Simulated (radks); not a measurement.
Valence configurations of Sc2+ (all share [Ar]). All-electron calculation, non-relativistic Kohn-Sham, PBE, spin-polarised, spherical densities, point nucleus; open shells are filled with parallel spins first. Program: a radial shooting solver on a logarithmic mesh with Libxc functionals. Energies are relative to 3d1; eigenvalues in eV for spin up.

| valence | E (eV) | moment (Bohr magnetons) | e(3d) | e(4p) | e(4s) |
|---|---|---|---|---|---|
| 3d1 | 0.000 | 1 | -18.422 | - | - |
| 3d0.5 4p0.5 | 3.570 | 1 | -21.162 | -13.253 | - |
| 4p1 | 7.911 | 1 | - | -14.539 | - |
| 4s1 | 3.521 | 1 | - | - | -18.405 |
| 3d0.5 4s0.5 | 1.465 | 1 | -20.699 | - | -17.180 |

NIST lists [Ar] 3d1 as the ground configuration; this level of theory agrees among the configurations tried. The energies are those of spherical high-spin densities, not of single terms.
